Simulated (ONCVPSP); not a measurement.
# V, ONCV: configuration errors across variants

```
Element                 : V
Generator               : ONCVPSP 4.0.1
Type                    : optimised norm-conserving Vanderbilt (ONCV)
Functional              : PBE
Relativity              : fully relativistic
Frozen core             : [Ne]
Valence charge          : 13
Reference configuration : 3s2 3p6 3d3 4s1 (charge +1)
Partial waves           : 3s+4s: rc 1.45 bohr, ncon 3, nbas 7, qcut 6.6 1/bohr, 3 projectors, debl 3.5 Ha; 3p: rc 1.30 bohr, ncon 4, nbas 7, qcut 8.5 1/bohr, 2 projectors, debl 1.6 Ha; 3d: rc 1.30 bohr, ncon 4, nbas 9, qcut 13.5 1/bohr, 3 projectors, debl 3.5 Ha; f scattering state at 0.1 Ha: rc 1.50 bohr, ncon 4, nbas 7, qcut 6.5 1/bohr, 2 projectors, debl 1.6 Ha
Local potential         : polynomial inside 1.25 bohr (lpopt 5, dvloc0 0 Ha)
Core correction         : polynomial model core, fcfact 0.4
```

Open shells are filled in proportion to 2j + 1.

In the p channel the program set the typed energies aside and used -1.888, 0.250 Ha (j = l + 1/2; the other j can differ).

All-electron excitation energies from the reference (eV): (1) 3s2 3p6 3d3 4s2 -7.735; (2) 3s2 3p6 3d3 4s0 14.296; (3) 3s2 3p6 3d2 4s0 43.193; (4) 3s2 3p6 3d4 4s1 -7.149.

Errors AE − PS in meV (a dash: test not solved or not reliable):

```csv
change,(1),(2),(3),(4),bound ghosts,GHOST(+) flags above zero
base,0.0,0.0,+8.8,+1.4,none,none
"local potential polynomial inside 1.25 bohr (lpopt 5, dvloc0 -2 Ha)",0.0,0.0,+9.3,+1.2,none,"f7/2, f5/2"
"local potential polynomial inside 1.25 bohr (lpopt 5, dvloc0 1 Ha)",0.0,0.0,+8.8,+1.4,none,s
"local potential polynomial inside 1.25 bohr (lpopt 5, dvloc0 2.5 Ha)",0.0,0.0,+8.8,+1.4,none,none
"local potential polynomial inside 1.25 bohr (lpopt 5, dvloc0 4.5 Ha)",0.0,0.0,+8.9,+1.4,none,none
"local potential polynomial inside 1.25 bohr (lpopt 5, dvloc0 9 Ha)",0.0,0.0,+8.9,+1.4,none,none
```

Give the same row for: local potential polynomial inside 1.25 bohr (lpopt 5, dvloc0 7 Ha).

0.0, 0.0, +8.9, +1.4; bound ghosts: none; GHOST(+) flags above zero: none.
